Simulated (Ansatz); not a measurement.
`[NH2][GaH][CH2][SiH3]` + HBr → `[NH2][GaH][Br]` + `C[SiH3]`  (ligand exchange at a Ga–C bond)

Computed with Ansatz on PBE0-D4/def2-TZVP structures; ΔE is electronic, products minus reactants. CBS: MP2 limit from def2 TZ/QZ plus the TZ coupled-cluster correction, frozen cores. This one scheme is used for every species. For Br, Ga outer-core shells are correlated without core-valence functions, which leaves a few kJ/mol of doubt a bond. Scalar relativity is left out up to krypton. Each species was taken in one conformer, which may not be the lowest.

| level | ΔE (kJ/mol) |
| --- | --- |
| CCSD/def2-SVP | -140.8 |
| CCSD(T)/def2-SVP | -138.0 |

(1) What does CCSD(T)/CBS give? (Best estimate.)

Largest T1 diagnostic among the species: 0.013.

Results:

(1) Computed: -132.2 kJ/mol. The listed levels differ from it by -8.6, -5.8 kJ/mol.

From r2SCAN to r2SCAN0 (25 % exact exchange), in def2-TZVPP and without D4, ΔE moves by −3.3 kJ/mol. At CCSD(T), def2-SVP lies −5.8 kJ/mol from the extrapolated value and def2-TZVPP −1.3 kJ/mol. The D4 term adds +7.3 kJ/mol with B3LYP and +4.2 kJ/mol with PBE0; it sums over pairs of atoms, weighted by their polarisabilities, and B3LYP, whose exchange is more repulsive, gets the larger term.

CCSD(T)/CBS has its own doubt, a few kJ/mol and more with outer-core shells, so smaller differences from it don't rank the levels.

B3LYP here is the variant with VWN-RPA as its local correlation; programs differ in this.
